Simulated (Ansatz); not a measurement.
A set of 12 reactions (bond dissociation), with CCSD(T)/CBS values in kJ/mol:

| reaction | ΔE |
| --- | --- |
| `[CH3][In]([I])[I]` → I• + `[CH3][In][I]`• | 325.1 |
| `[CH3][SnH]([CH3])[NH2]` → `[CH3]`• + `[CH3][SnH][NH2]`• | 308.9 |
| `N[Si](O)(O)I` → I• + `N[Si](O)O`• | 383.5 |
| `O[SiH2]S[SiH2]F` → `O[SiH2][S]`• + `F[SiH2]`• | 410.9 |
| `CCOC(C)(C)C` → `C[C](C)C`• + `CC[O]`• | 386.1 |
| `[CH3][Ga]([SH])[SH]` → `[CH3]`• + `[SH][Ga][SH]`• | 344.6 |
| `O[SiH2]S[SiH2]F` → F• + `O[SiH2]S[SiH2]`• | 655.5 |
| `CO[Si](O)(F)Cl` → `C[O]`• + `O[Si](F)Cl`• | 543.7 |
| `[F][Ga]([SH])[Br]` → `[F][Ga][Br]`• + `[SH]`• | 364.6 |
| `C[O][Al]([OH])[O]C` → `C[O][Al][O]C`• + `[OH]`• | 557.6 |
| `CO[Si](O)(F)Cl` → `[OH]`• + `CO[Si](F)Cl`• | 587.1 |
| `CO[Si](O)(F)Cl` → F• + `CO[Si](O)Cl`• | 690.0 |

Computed with Ansatz on PBE0-D4/def2-TZVP structures; ΔE is electronic, products minus reactants. CCSD(T)/CBS adds triple-zeta CCSD(T) − MP2 to the extrapolated MP2 energy (def2 sets, frozen cores). This one scheme is used for every species, atoms too. DFT in def2-TZVPP. B3LYP here is the variant with VWN-RPA as its local correlation; programs differ in this. Open shells (•) are unrestricted, without spin–orbit coupling. Spin–orbit coupling would lower the free atoms: a little for F; strongly for I. Elements past krypton have def2 core potentials. For Br, Ga, I, In, Sn outer-core shells are correlated without core-valence functions, so the limit isn't a true one: a few kJ/mol of doubt a bond, and 10 to 20 or more in all where bonds break to atoms. Scalar relativity is left out up to krypton. One conformer a species, not always the lowest.

Task: Give the mean, mean absolute and largest difference (level minus CCSD(T)/CBS, kJ/mol) for: PBE-D4, r2SCAN-D4, B3LYP-D4, ωB97M-V, B2PLYP, PBE, PBE0, MP2/def2-TZVPP, SCS-MP2/def2-TZVPP, CCSD/def2-TZVPP, MP2/def2-QZVPP, HF/CBS(def2), MP2/CBS(def2), CCSD/CBS(def2). (Estimate.)

Result: The calculation gave: 
| level | mean | mean absolute | largest |
| --- | --- | --- | --- |
| PBE-D4 | -28.2 | 28.2 | -54.3 |
| r2SCAN-D4 | -33.5 | 33.5 | -57.0 |
| B3LYP-D4 | -34.2 | 34.2 | -49.5 |
| ωB97M-V | -10.0 | 10.2 | -27.1 |
| B2PLYP | -26.8 | 26.8 | -37.7 |
| PBE | -35.7 | 35.7 | -64.2 |
| PBE0 | -34.4 | 34.4 | -54.4 |
| MP2/def2-TZVPP | 9.9 | 9.9 | 33.1 |
| SCS-MP2/def2-TZVPP | -1.7 | 6.5 | 15.9 |
| CCSD/def2-TZVPP | -25.3 | 25.3 | -34.9 |
| MP2/def2-QZVPP | 18.9 | 18.9 | 39.0 |
| HF/CBS(def2) | -137.2 | 137.2 | -179.4 |
| MP2/CBS(def2) | 25.7 | 25.7 | 43.6 |
| CCSD/CBS(def2) | -9.4 | 9.4 | -16.2 |

The largest T1 diagnostic in the set is 0.019, for `C[O]`• (customary mark 0.045).

CCSD(T)/CBS is a level of theory with its own doubt, and the functionals carry their triple-zeta basis error, so these figures describe this set and don't rank the functionals.
